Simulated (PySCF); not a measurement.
All numbers come from PBE0/[Tl def2-TZVP with ECP60, O def2-TZVP, H def2-TZVP], scalar-relativistic core potentials, density fitting, no spin–orbit coupling, PySCF.

```xyz
3
charge 0 multiplicity 1, angstrom
Tl    0.0000    0.0000    0.1261
O     0.0000    0.0000   -1.7247
H     0.0000    0.0000    1.7748
```

HTlO (singlet), along the line from Tl1 (at 0) through O2 (at 1.851 Å). Core electrons replaced by a potential are absent, the electrostatic potential uses the reduced nuclear charge, and values within about 0.7 Å of such atoms have no physical meaning.

Problem. Tabulate the fields along this line at 0.83, 1.02, 1.20, 1.39, 1.57, 1.76, 2.04, 2.22, 2.41, 2.59, 2.78, 2.96 Å.

Solution. 
```tsv
distance (Å)	electron density (e/Å³)	electron localisation function	electrostatic potential (V)
0.83	1.83	0.294	33.6
1.02	1.26	0.355	19.1
1.20	1.73	0.663	20
1.39	3.17	0.664	45.2
1.57	5.73	0.141	144
1.76	137	0.987	800
2.04	14.4	0.114	290
2.22	4.78	0.645	72.3
2.41	2.1	0.819	20.2
2.59	0.812	0.785	4.43
2.78	0.311	0.674	-0.594
2.96	0.125	0.495	-2.13
```

On a grid of 0.09 Å the density has a local minimum along the bond near 1.02 Å from Tl, at 1.26 e/Å³, where the ELF is 0.35.

Spin–orbit coupling, left out here, can matter for elements this heavy.
